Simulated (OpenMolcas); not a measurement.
# Re4+: ligand-field states by method

Re4+ with its 6 nearest fluoride ions at 1.892 Å, on the Ge site of Cs2GeF6 (a = 9.021 Å, distance in the model lattice 1.804 Å). The rest of the host is ab initio model potentials to 7.6 Å and point charges beyond; the distance is set by hand and nothing relaxes. Ligand basis ANO-RCC-VDZP.

```yaml
Program: OpenMolcas
Basis: ANO-RCC-VTZP [8s7p5d3f2g1h]
Scalar_Hamiltonian: DKH2, point nucleus
Active_space: 3 electrons in 5 orbitals (5d)
State_averaging: 2S+1 = 4 even, 10 roots; 2S+1 = 2 even, 40 roots
Spin-orbit_coupling: state interaction with AMFI integrals over the reference wave functions
```

I. CASSCF
II. SS-CASPT2, IPEA 0.25 Eh, imaginary shift 0.1 Eh (closed shells correlated: 5s 5p and the ligand valence shells)

Spin-free states (labels of O, the rotations of Oh) in cm-1, each column counted from its own energy of the first state listed:

```tsv
State	Degeneracy	I	II
4A2	1	0	0
2E	2	14084	10490
2T1	3	14587	10310
2T2	3	22692	17480
4T2	3	41221	41490
4T1	3	49299	47690
2A1	1	52251	48570
2S+1 = 2	3	54405	50830
2S+1 = 2	3	54805	51000
2E	2	56427	51900
2T1	3	60101	54760
2T2	3	64030	58020
2A2	1	66355	58440
2E	2	76377	67780
4T1	3	84669	84630
```

From I to II, I's first state of the same spin (4T2) moves from 41221 to 41490 cm-1, by about +270 cm-1.

From I to II, I's first state of another spin (2E) moves from 14084 to 10490 cm-1, by about -3600 cm-1. In II another state of that kind comes below it.

χT at 300 K: I 1.52, II 1.44 cm3 K/mol.

The states above are spin-free; spin-orbit coupling is strong here and shifts and splits them by thousands of cm-1.

Roots that are degenerate in the reference are averaged as groups; the widest CASPT2 spread within a group is 440 cm-1 (the 3-fold group of multiplicity 2 near 107000 cm-1 above the lowest state of its run, II). Shifts and gaps below about the spread of the groups concerned are not significant. Over all roots computed the reference weight is 0.71 to 0.72 in II; a low but even weight reflects the number of correlated electrons. The least metal-like active orbital is 75 % on the metal (Löwdin) and no ligand orbital is active, so the numbers are rough. Ligand-to-metal charge-transfer states are missing. With no ligand orbital active B as a rule stays too high, so bands that hang on it stand too high and its fall with covalency is understated. Without dynamic correlation the repulsion within the d shell is too large (B by tens of per cent), so at a given field states of lower spin stand too high (holds for I). With metal d orbitals alone the field can be off either way by tens of per cent (holds for I). With one d shell and no ligand orbital active, 10Dq can be off by a tenth or more (holds for II). No measured value stands beside these numbers; the geometry was set by hand and not optimised.
